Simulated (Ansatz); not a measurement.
Start from `CC(C)(C)[N]=[Nb]([F])([F])[F]` and change one element to get `CC(C)(C)[N]=[Ta]([F])([F])[F]`.

Ansatz, PBE0-D4/def2-TZVP geometries, multiplicity 1. 

Elements past krypton have def2 core potentials.

```
                                        property  `CC(C)(C)[N]=[Nb]([F])([F])[F]`
size of the dipole moment (B3LYP/def2-TZVPP) / D                             2.09
         HOMO–LUMO gap (ωB97M-V/def2-TZVPP) / eV                            10.98
            HOMO–LUMO gap (PBE0/def2-TZVPP) / eV                             6.70
           HOMO energy (ωB97M-V/def2-TZVPP) / eV                           -10.27
  size of the dipole moment (PBE/def2-TZVPP) / D                             1.98
               HOMO energy (PBE/def2-TZVPP) / eV                            -6.64
```

Problem. Give the same properties after the change, and the shifts. (Best estimate.)

Solution. The calculation gave: 
| property | `CC(C)(C)[N]=[Ta]([F])([F])[F]` | shift |
| --- | --- | --- |
| size of the dipole moment (B3LYP/def2-TZVPP) / D | 1.31 | -0.78 |
| HOMO–LUMO gap (ωB97M-V/def2-TZVPP) / eV | 10.79 | -0.19 |
| HOMO–LUMO gap (PBE0/def2-TZVPP) / eV | 6.95 | 0.25 |
| HOMO energy (ωB97M-V/def2-TZVPP) / eV | -10.00 | 0.27 |
| size of the dipole moment (PBE/def2-TZVPP) / D | 1.26 | -0.72 |
| HOMO energy (PBE/def2-TZVPP) / eV | -6.41 | 0.23 |

With PBE0 the HOMO rises by 0.26 eV and the LUMO rises by 0.52 eV, so the gap widens by about 0.26 eV. PBE moves the HOMO by 0.23 eV and ωB97M-V by 0.27 eV. Dipoles are sizes alone; their direction can turn.

Positive LUMOs are unbound, so they and the gaps depend on the basis.

B3LYP here is the variant with VWN-RPA as its local correlation; programs differ in this.
